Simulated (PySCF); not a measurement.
# Heteronuclear NMR

Atoms are numbered as in `[CH2:1]=[N:2][SiH2:3][CH2:4][C:5](=[CH2:6])[CH3:7]`. Hydrogens are named by the atom that carries them. Ha(C6) is cis to C4; Ha(C1) is cis to Si3; Hb(C6) is trans to C4; Hb(C1) is trans to Si3.

No solvent model, equivalent nuclei averaged, single conformer, no relativistic terms. Geometry from GFN2-xTB; PBE0/pcSseg-1 with gauge-including orbitals; PySCF.

Problem. Where does ²⁹Si resonate?

Solution. 
| atoms | environment | σ (ppm) | δ (ppm) |
| --- | --- | --- | --- |
| Si3 | silicon bonded to C, N, 2 H | 380.6 | -32.9 |

Shieldings were converted by a linear fit to measured shifts: ²⁹Si: δ = 279.94 − 0.822σ (rms 8.9 ppm, 72 shifts, 25.8 ppm with the 6 outliers that the fit left out vs TMS, solution or neat liquid). A few per cent of atoms miss by over 2 rms, more outside the fitted compound classes.

On a 400 MHz spectrometer ²⁹Si resonates near 79.5 MHz, so 1 ppm is 79.5 Hz.

Problem. What are the ¹⁵N shifts?

Solution. 
| atoms | environment | σ (ppm) | δ (ppm) |
| --- | --- | --- | --- |
| N2 | imine nitrogen | -158.5 | -2.0 |

Shieldings were converted by a linear fit to measured shifts: ¹⁵N: δ = -148.07 − 0.921σ (rms 6.3 ppm, 71 shifts vs CH3NO2, solution or neat liquid). Occasional misses reach two or three times the rms, and more in compound classes unlike the fitted ones.

On a 600 MHz spectrometer ¹⁵N resonates near 60.8 MHz, so 1 ppm is 60.8 Hz.
